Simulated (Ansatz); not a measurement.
Start from `CSCS[SiH3]` and change one atom or group to get `CSCF`.

Ansatz, PBE0-D4/def2-TZVP geometries, multiplicity 1. Each molecule was computed in one conformer, which needn't be the lowest.

| property | `CSCS[SiH3]` |
| --- | --- |
| size of the dipole moment (ωB97M-V/def2-TZVPP) / D | 1.09 |
| HOMO energy (B3LYP/def2-TZVPP) / eV | -6.48 |
| HOMO energy (ωB97M-V/def2-TZVPP) / eV | -8.88 |
| HOMO energy (PBE0/def2-TZVPP) / eV | -6.70 |
| zero-point energy (PBE0-D4/def2-TZVP) / kJ/mol | 245.9 |
| LUMO energy (B3LYP/def2-TZVPP) / eV | -0.32 |

Task: Give the same properties after the change, and the shifts. (Best estimate.)

Result: Ansatz gave: 
```csv
property,`CSCF`,shift
size of the dipole moment (ωB97M-V/def2-TZVPP) / D,1.71,0.62
HOMO energy (B3LYP/def2-TZVPP) / eV,-6.71,-0.23
HOMO energy (ωB97M-V/def2-TZVPP) / eV,-9.16,-0.28
HOMO energy (PBE0/def2-TZVPP) / eV,-6.93,-0.23
zero-point energy (PBE0-D4/def2-TZVP) / kJ/mol,181.1,-64.8
LUMO energy (B3LYP/def2-TZVPP) / eV,0.49,0.81
```

With PBE0 the HOMO falls by 0.23 eV and the LUMO rises by 0.90 eV, so the gap widens by about 1.13 eV. PBE moves the HOMO by -0.16 eV and ωB97M-V by -0.28 eV. The zero-point energy changes by -64.8 kJ/mol with -12 modes. Dipoles are sizes alone; their direction can turn.

B3LYP here is the variant with VWN-RPA as its local correlation; programs differ in this.
